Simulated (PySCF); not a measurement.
CdH2IN, SMILES [I][Cd][NH2]. Coordinates come from a PBE0-D3(BJ)/def2-TZVP optimisation. The def2 effective core potentials stand for the cores of Cd, I; spin–orbit coupling is left out. The values are those of a single conformer.

Calculation: PBE0-D3(BJ)/def2-TZVP (PySCF).

Harmonic wavenumbers (cm⁻¹): 98, 99, 205, 546, 627, 808, 1557, 3517, 3610. Rotational constants (GHz): 276.1, 0.8765, 0.8752; symmetry number 1.

**Question.** Work out the zero-point energy and the ideal-gas rigid-rotor harmonic-oscillator thermochemistry at 298.15 K and 1 atm.

**Answer.** ZPE = ½ Σ hcν = ½ × 11065 cm⁻¹ = 15.82 kcal/mol. H − E(el) = 19.72 kcal/mol. Entropy in cal/(mol K): translation 42.51, rotation 24.83, vibration 10.23, total 77.57. G − E(el) = -3.40 kcal/mol. Cp = 16.51 cal/(mol K). Modes under 150 cm⁻¹ make the vibrational entropy uncertain.
